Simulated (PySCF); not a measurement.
PySCF input file for C2H6BO2, SMILES CO[B]OC (connectivity only; charge and spin as stated), charge +1, multiplicity 1, PBE-D3(BJ)/def2-SVP. Coordinates come from a PBE-D3(BJ)/def2-SVP optimisation. The multiplicity is an assumed one; no other spin state was optimised. The isomer is the one that the SMILES or the coordinates give; other isomers of the formula were not compared. Other conformers were not sampled.

```python
import numpy as np
from pyscf import gto, scf, dft, df
from pyscf.hessian import thermo

mol = gto.M(
    atom='''
    C    -2.62040333   -0.06024789   -0.18454199
    O    -1.24379769    0.16778911    0.19664197
    B    -0.00000000    0.00000001    0.13511747
    O     1.24379769   -0.16778910    0.19664198
    C     2.62040333    0.06024788   -0.18454200
    H    -2.76194014    0.33161933   -1.20777324
    H    -3.24530973    0.49044638    0.53949503
    H    -2.81811475   -1.14611591   -0.13539928
    H     2.81811474    1.14611591   -0.13539935
    H     2.76194013   -0.33161938   -1.20777322
    H     3.24530974   -0.49044634    0.53949506
    ''',
    basis='def2-SVP',
    charge=1,
    spin=0,
    max_memory=1600,
    verbose=3,
)
mf = dft.RKS(mol, xc='pbe').density_fit(auxbasis='def2-universal-jkfit')
mf.disp = 'd3bj'
mf.grids.level = 3
mf.conv_tol = 1e-11
mf.max_cycle = 100
mf.kernel()

# analytic Hessian; the response equations are solved on a coarser grid
h, args, fine = mf.Hessian(), (mf.mo_energy, mf.mo_coeff, mf.mo_occ), mf.grids
h.max_memory = max(150, 2.5e-5 * df.make_auxmol(mol, mf.with_df.auxbasis).nao * mol.nelec[0] * (mol.nelec[0] + mol.nao))  # MB; small integral blocks
h1ao = h.make_h1(mf.mo_coeff, mf.mo_occ)
mf.grids = dft.Grids(mol).set(level=1).build(with_non0tab=True)
mo1, mo_e1 = h.solve_mo1(*args, h1ao)
mf.grids = fine
hess = h.hess_elec(*args, mo1, mo_e1, h1ao) + h.hess_nuc()
if mf.do_disp():
    hess += h.get_dispersion()
for i in range(mol.natm):  # the analytic DFT Hessian lacks the response of the grid: restore translational invariance
    hess[i, i] -= hess[i].sum(axis=0)
hess = (hess + hess.transpose(1, 0, 3, 2)) / 2
vib = thermo.harmonic_analysis(mol, hess, imaginary_freq=False)
thermo.dump_normal_mode(mol, vib)
th = thermo.thermo(mf, vib['freq_au'][vib['freq_au'] > 0], 298.15, 101325)
thermo.dump_thermo(mol, th)
g0 = mf.nuc_grad_method().set(verbose=0).kernel()

# dipole derivatives [dipole axis, atom, xyz] from the same response
r, irp = mol.intor('int1e_r'), mol.intor('int1e_irp').reshape(3, 3, mol.nao, mol.nao)
sl, dm0, ok = mol.aoslice_by_atom(), np.array(mf.make_rdm1()), []
dmu = np.einsum('a,xt->xat', mol.atom_charges(), np.eye(3))
for a, (_, _, p0, p1) in enumerate(sl):
    dmu[:, a] += 2 * np.einsum('xtij,ij->xt', irp[:, :, :, p0:p1], dm0.reshape(-1, mol.nao, mol.nao).sum(0)[:, p0:p1])
    for u, c, occ, f in [(mo1, mf.mo_coeff, mf.mo_occ, 4)]:
        dmu[:, a] -= f * np.einsum('tui,xuv,vi->xt', u[a], r, c[:, occ > 0], optimize=True)
L = vib['norm_mode']
ir = 974.8801 * (np.einsum('xat,kat->kx', dmu, L) ** 2).sum(1)       # km/mol
apt = np.einsum('xax->a', dmu) / 3
print('mode   freq/cm-1   IR/(km/mol)')
for k, w in enumerate(vib['freq_wavenumber']):
    print(f'{k + 1:4d} {w:11.2f} {ir[k]:13.3f}')
print('max |gradient| / (hartree/bohr):', abs(g0).max())
print('APT charges:', apt.round(4))
```

It prints:

```
converged SCF energy = -254.409170249621

WARN: DFTD3 does not support analytical Hessian, using finite difference


WARN: Mole.unit (angstrom) is changed to Bohr

Mode                                 0                   1                   2
Irrep
Freq [cm^-1]                       14.4433             18.9948             64.8404
Reduced mass [au]                   1.0216              1.8224              3.1760
Force const [Dyne/A]                0.0001              0.0004              0.0079
Char temp [K]                      20.7807             27.3293             93.2909
Normal mode                   x     y     z       x     y     z       x     y     z
       0   C                 0.00  0.01 -0.01    0.00  0.08 -0.02    0.04  0.02 -0.12
       1   O                -0.00 -0.01  0.01   -0.00 -0.07  0.07   -0.01 -0.04  0.09
       2   B                 0.00  0.00  0.01   -0.00 -0.04  0.00    0.00 -0.00  0.08
       3   O                 0.00  0.01  0.01   -0.00 -0.07 -0.07    0.01  0.04  0.09
       4   C                -0.00 -0.01 -0.01    0.00  0.08  0.02   -0.04 -0.02 -0.12
       5   H                -0.07  0.38  0.14    0.15 -0.10 -0.12    0.20  0.00 -0.14
       6   H                -0.01 -0.31  0.22    0.02  0.31 -0.19   -0.04  0.05 -0.22
       7   H                 0.09 -0.02 -0.41   -0.17  0.12  0.17   -0.01  0.03 -0.12
       8   H                -0.09  0.02 -0.41   -0.17  0.12 -0.18    0.01 -0.03 -0.12
       9   H                 0.07 -0.38  0.14    0.15 -0.11  0.12   -0.21 -0.00 -0.14
      10   H                 0.01  0.31  0.21    0.02  0.32  0.19    0.04 -0.05 -0.22
Mode                                 3                   4                   5
Irrep
Freq [cm^-1]                       86.0735             95.1303            415.1402
Reduced mass [au]                   4.4316              4.8445             11.3046
Force const [Dyne/A]                0.0193              0.0258              1.1479
Char temp [K]                     123.8406            136.8713            597.2943
Normal mode                   x     y     z       x     y     z       x     y     z
       0   C                 0.03 -0.07 -0.04   -0.05  0.06  0.02    0.01  0.01 -0.00
       1   O                -0.03  0.05  0.13   -0.01 -0.15 -0.02    0.00  0.08  0.01
       2   B                -0.02  0.05  0.00    0.00 -0.00 -0.03   -0.03 -0.27 -0.00
       3   O                -0.03  0.05 -0.13    0.01  0.15 -0.02    0.00  0.08 -0.01
       4   C                 0.03 -0.07  0.04    0.05 -0.06  0.02    0.01  0.01  0.00
       5   H                 0.12 -0.07 -0.06   -0.03  0.08  0.03    0.01  0.01 -0.00
       6   H                -0.10 -0.12 -0.12    0.04  0.13  0.05   -0.01  0.00 -0.01
       7   H                 0.11 -0.08 -0.07   -0.19  0.08  0.02    0.03  0.01 -0.00
       8   H                 0.12 -0.08  0.07    0.19 -0.08  0.02    0.03  0.01  0.00
       9   H                 0.12 -0.07  0.06    0.03 -0.08  0.03    0.01  0.01  0.00
      10   H                -0.10 -0.12  0.12   -0.04 -0.13  0.05   -0.01  0.00  0.01
Mode                                 6                   7                   8
Irrep
Freq [cm^-1]                      423.6966            611.7632            899.5305
Reduced mass [au]                  10.6648              5.2977              8.9077
Force const [Dyne/A]                1.1280              1.1682              4.2467
Char temp [K]                     609.6051            880.1910           1294.2241
Normal mode                   x     y     z       x     y     z       x     y     z
       0   C                 0.03  0.00  0.02    0.16  0.02  0.03    0.15  0.02  0.04
       1   O                 0.01 -0.00  0.08    0.06 -0.04 -0.04   -0.09 -0.02 -0.03
       2   B                 0.00  0.00 -0.27    0.00  0.00  0.03   -0.10  0.01 -0.00
       3   O                -0.01  0.00  0.08   -0.06  0.04 -0.04   -0.09 -0.02  0.03
       4   C                -0.03 -0.00  0.02   -0.16 -0.02  0.03    0.15  0.02 -0.04
       5   H                 0.05  0.00  0.01    0.12  0.02  0.04    0.08 -0.00  0.04
       6   H                 0.01 -0.00  0.00    0.17  0.02  0.04    0.06 -0.01 -0.01
       7   H                 0.03  0.00  0.01    0.11  0.03  0.03    0.08  0.03  0.01
       8   H                -0.03 -0.00  0.01   -0.11 -0.03  0.03    0.08  0.03 -0.01
       9   H                -0.05 -0.00  0.01   -0.12 -0.02  0.04    0.08 -0.00 -0.04
      10   H                -0.01  0.00  0.00   -0.17 -0.02  0.04    0.06 -0.01  0.01
Mode                                 9                  10                  11
Irrep
Freq [cm^-1]                     1122.3346           1127.4623           1138.2014
Reduced mass [au]                   1.2359              1.2427              1.2541
Force const [Dyne/A]                0.9172              0.9307              0.9572
Char temp [K]                    1614.7896           1622.1673           1637.6185
[...]
       7   H                -0.29  0.01  0.13    0.19 -0.05  0.01    0.32 -0.06  0.29
       8   H                -0.29  0.01 -0.13   -0.19  0.05  0.01    0.32 -0.06 -0.29
       9   H                -0.27  0.14 -0.05   -0.19 -0.01 -0.05    0.36  0.27 -0.04
      10   H                 0.41  0.10 -0.15   -0.11 -0.06  0.10    0.19  0.06 -0.12
Mode                                15                  16                  17
Irrep
Freq [cm^-1]                     1402.9163           1405.5159           1414.7253
Reduced mass [au]                   1.0384              1.0472              1.0378
Force const [Dyne/A]                1.2041              1.2189              1.2238
Char temp [K]                    2018.4842           2022.2245           2035.4747
Normal mode                   x     y     z       x     y     z       x     y     z
       0   C                -0.00  0.02  0.03   -0.03  0.01  0.02    0.00  0.03 -0.02
       1   O                 0.00  0.01  0.01   -0.01  0.00  0.01    0.00  0.01 -0.01
       2   B                 0.00 -0.00  0.00   -0.02  0.00  0.00    0.00  0.00  0.00
       3   O                -0.00 -0.01  0.01   -0.01  0.00 -0.01    0.00  0.01  0.01
       4   C                 0.00 -0.02  0.03   -0.03  0.01 -0.02    0.00  0.03  0.02
       5   H                -0.11 -0.43 -0.14    0.12 -0.33 -0.14    0.28 -0.15 -0.11
       6   H                 0.18  0.09  0.11    0.35  0.15  0.22   -0.02 -0.40  0.28
       7   H                -0.07  0.00 -0.46    0.13 -0.04 -0.35   -0.31  0.08  0.15
       8   H                 0.07 -0.00 -0.46    0.13 -0.04  0.35   -0.31  0.08 -0.15
       9   H                 0.11  0.43 -0.14    0.12 -0.33  0.14    0.28 -0.15  0.12
      10   H                -0.18 -0.09  0.11    0.35  0.15 -0.22   -0.02 -0.40 -0.28
Mode                                18                  19                  20
Irrep
Freq [cm^-1]                     1414.7908           1449.7811           2157.6745
Reduced mass [au]                   1.0380              1.4367             11.0030
Force const [Dyne/A]                1.2242              1.7792             30.1810
Char temp [K]                    2035.5689           2085.9122           3104.4132
Normal mode                   x     y     z       x     y     z       x     y     z
       0   C                -0.00 -0.03  0.02    0.02  0.00  0.00   -0.00 -0.00 -0.00
       1   O                 0.00 -0.01  0.01    0.10 -0.00  0.01    0.09 -0.01  0.00
       2   B                -0.00 -0.00  0.00    0.00 -0.00  0.01   -0.25  0.03 -0.00
       3   O                -0.00  0.01  0.01   -0.10  0.00  0.01    0.09 -0.01 -0.00
       4   C                 0.00  0.03  0.02   -0.02 -0.00  0.00   -0.00 -0.00  0.00
       5   H                -0.29  0.16  0.12   -0.31 -0.04  0.03   -0.04 -0.01  0.00
       6   H                 0.01  0.39 -0.29   -0.31 -0.12 -0.19   -0.02 -0.01 -0.02
       7   H                 0.31 -0.08 -0.15   -0.30  0.06 -0.04   -0.04  0.01 -0.01
       8   H                -0.30  0.08 -0.15    0.30 -0.06 -0.04   -0.04  0.01  0.01
       9   H                 0.29 -0.16  0.12    0.31  0.04  0.03   -0.04 -0.01 -0.00
      10   H                -0.01 -0.39 -0.29    0.31  0.12 -0.19   -0.02 -0.01  0.02
Mode                                21                  22                  23
Irrep
Freq [cm^-1]                     3014.2679           3014.3293           3139.5148
Reduced mass [au]                   1.0281              1.0280              1.1128
Force const [Dyne/A]                5.5036              5.5034              6.4627
Char temp [K]                    4336.8604           4336.9487           4517.0627
Normal mode                   x     y     z       x     y     z       x     y     z
       0   C                 0.03  0.01  0.01    0.03  0.01  0.01    0.00  0.05 -0.04
       1   O                 0.00  0.00  0.00    0.00 -0.00  0.00   -0.00 -0.00  0.00
       2   B                 0.00 -0.00 -0.00   -0.00  0.00 -0.00    0.00 -0.00  0.00
       3   O                -0.00 -0.00  0.00    0.00 -0.00 -0.00    0.00  0.00  0.00
       4   C                -0.03 -0.01  0.01    0.03  0.01 -0.01   -0.00 -0.05 -0.04
       5   H                -0.05  0.15 -0.38   -0.05  0.15 -0.39    0.05 -0.17  0.45
       6   H                -0.20  0.18  0.24   -0.21  0.19  0.25   -0.00  0.01  0.00
       7   H                -0.07 -0.41  0.02   -0.07 -0.42  0.02   -0.07 -0.46  0.02
       8   H                 0.07  0.42  0.02   -0.07 -0.41 -0.02    0.07  0.46  0.02
       9   H                 0.05 -0.15 -0.39   -0.05  0.15  0.38   -0.05  0.17  0.44
      10   H                 0.21 -0.19  0.25   -0.20  0.18 -0.24    0.00 -0.01  0.00
Mode                                24                  25                  26
Irrep
Freq [cm^-1]                     3139.6025           3148.5829           3148.6585
Reduced mass [au]                   1.1128              1.1121              1.1121
Force const [Dyne/A]                6.4628              6.4956              6.4960
Char temp [K]                    4517.1890           4530.1098           4530.2185
Normal mode                   x     y     z       x     y     z       x     y     z
       0   C                 0.00  0.05 -0.04    0.02 -0.04 -0.05    0.02 -0.04 -0.05
       1   O                -0.00 -0.00  0.00    0.00  0.00  0.00    0.00  0.00  0.00
       2   B                -0.00 -0.00 -0.00   -0.00  0.00  0.00    0.00 -0.00  0.00
       3   O                -0.00 -0.00 -0.00    0.00  0.00 -0.00   -0.00 -0.00  0.00
       4   C                 0.00  0.05  0.04    0.02 -0.04  0.05   -0.02  0.04 -0.05
       5   H                 0.05 -0.17  0.44    0.03 -0.09  0.21    0.03 -0.09  0.22
       6   H                -0.01  0.02  0.01   -0.32  0.29  0.38   -0.31  0.29  0.38
       7   H                -0.07 -0.45  0.02    0.04  0.26 -0.02    0.04  0.25 -0.02
       8   H                -0.07 -0.46 -0.02    0.04  0.26  0.02   -0.04 -0.25 -0.02
       9   H                 0.05 -0.17 -0.45    0.03 -0.09 -0.21   -0.03  0.09  0.22
      10   H                -0.01  0.02 -0.01   -0.31  0.29 -0.38    0.32 -0.29  0.38
temperature 298.1500 [K]
pressure 101325.00 [Pa]
Rotational constants [GHz] 49.97477 1.86202 1.85218
Symmetry number 2
Zero-point energy (ZPE) 0.08593 [Eh]   225610.104 [J/mol]
                           tot       elec      trans        rot        vib
Entropy [J/mol/K]       379.740      0.000    162.234     98.991    118.515
Cv [J/mol/K]             91.839      0.000     12.472     12.472     66.895
Cp [J/mol/K]            100.153      0.000     20.786     12.472     66.895
Internal energy [J/mol]                      3718.434   3718.434 238878.472
Internal energy [Eh]   -254.31535  -254.40917
Enthalpy [J/mol]                             6197.391   3718.434 238878.472
Enthalpy [Eh]          -254.31441
Gibbs free energy [J/mol]                  -42172.748 -25795.791 203543.350
Gibbs free energy [Eh] -254.35753
mode   freq/cm-1   IR/(km/mol)
   1       14.44         0.201
   2       18.99         5.375
   3       64.84         9.773
   4       86.07        14.886
   5       95.13         0.141
   6      415.14        65.604
   7      423.70        54.974
   8      611.76        12.625
   9      899.53       195.285
  10     1122.33         0.020
  11     1127.46         0.003
  12     1138.20         0.022
  13     1138.78        14.921
  14     1316.77         6.339
  15     1395.54        69.707
  16     1402.92        21.402
  17     1405.52         8.030
  18     1414.73        25.560
  19     1414.79        12.669
  20     1449.78         1.204
  21     2157.67      1347.491
  22     3014.27         0.421
  23     3014.33         4.807
  24     3139.51         0.845
  25     3139.60         1.438
  26     3148.58         2.034
  27     3148.66         3.134
max |gradient| / (hartree/bohr): 1.9512309024543983e-05
APT charges: [ 0.5477 -0.9577  1.491  -0.9577  0.5477  0.0475  0.072   0.0449  0.0449
  0.0475  0.072 ]
```

Self-consistency was reached.
